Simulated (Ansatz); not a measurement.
Input for Ansatz (a first-principles code): R-PBE0/def2-TZVPPD on GeH4 (SMILES [GeH4]) with ghost functions. Files ending in .json are basis or fitting sets from the Basis Set Exchange.

Ansatz 0.2 input:
```yaml
crystal:
  periodic: [false, false, false]
  atoms:
    - {symbol: Ge, position_ang: [-0.00979652, 0.18848539, 3.50021549]}
    - {symbol: H, position_ang: [-0.13759747, 0.33894849, 5.02658266]}
    - {symbol: H, position_ang: [-1.01675587, -0.86828753, 3.02072129]}
    - {symbol: H, position_ang: [1.41466098, -0.26275115, 3.15253350]}
    - {symbol: H, position_ang: [-0.31478906, 1.53383120, 2.82948804]}
basis:
  gaussian:
    orbitals: def2-TZVPPD.json
    ghost_atoms:
      - {symbol: S, position_ang: [0.15622602, -0.37545103, -0.31384901]}
      - {symbol: H, position_ang: [0.27778211, -1.63364362, 0.13843912]}
      - {symbol: H, position_ang: [-1.17203866, -0.37163864, -0.11926021]}
hamiltonian:
  xc: {name: PBE0}
scf: {lower_state_search: off}
```

Program output:

```
WARN ansatz: RAYON_NUM_THREADS=2 ignored (pool sized by the plan → 2); use --threads N
Functional definition: PBE0
these checks for a lower state are left out or cut short: stability, starts, cluster_reference, orbital_swaps, neighbouring_geometries, increment
integrals: 0.12 GiB planned
1081 factors; their error is unknown
mean field: 1.03 GiB planned
mean field evaluation 1: about -56575.2432 eV, gradient 1.6e1 eV
mean field evaluation 2: about -56575.3812 eV, gradient 1.5e1 eV
mean field evaluation 4: about -56575.4980 eV, gradient 3.1e-1 eV
mean field evaluation 8: about -56575.7273 eV, gradient 1.3e-3 eV
mean field -56575.72732210 eV, -2079.1196306820 hartree, gradient 2.9e-6 eV, S^2 0.000000; 0 other end points of the search recorded, 0 dependent functions left out
reference -56575.72735256 eV, -2079.1196318014 hartree; 18, 18 occupied and 189, 189 virtual orbitals, 1081 factors
Total energy: -56575.72735256 eV, -2079.1196318014 hartree
Checks for a lower state left out: stability, starts, cluster_reference, orbital_swaps, neighbouring_geometries, increment
```

Self-consistency was reached.

Cost: very roughly 4 core-seconds.
